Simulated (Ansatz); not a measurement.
Z-matrix (Å, degrees):
```
Si
Cl 1 2.029
O 1 1.632 2 109.6
O 1 1.622 2 106.3 3 119.8
H 1 1.471 2 109.9 3 -117.5
Si 3 1.599 1 151.1 2 14.3
H 4 0.959 1 119.1 2 -177.3
Cl 6 2.010 3 112.2 1 -57.4
F 6 1.572 3 110.5 1 64.6
F 6 1.571 3 108.3 1 -178.1
```

The species carries charge 0 and has multiplicity 1.

Question: List the PBE/def2-TZVPP orbital energies in eV (Ansatz 0.2.0). (Best estimate.)

Answer: Ansatz gave: Occupied: -2739.55, -2739.25, -1782.75, -1781.82, -660.57, -660.56, -511.36, -511.05, -250.15, -249.85, -190.84, -190.67, -190.67, -190.53, -190.38, -190.38, -140.17, -139.32, -96.93, -96.93, -96.91, -96.11, -96.07, -96.01, -30.68, -30.14, -26.19, -25.65, -21.24, -20.92, -15.57, -14.23, -13.28, -12.60, -12.09, -11.49, -11.20, -11.08, -10.71, -10.41, -10.33, -9.97, -9.54, -8.85, -8.53, -8.46, -8.39, -8.17, -8.14. Lowest empty: -0.70, -0.31, 0.00, 0.58, 0.91, 1.17, 1.40, 1.89.
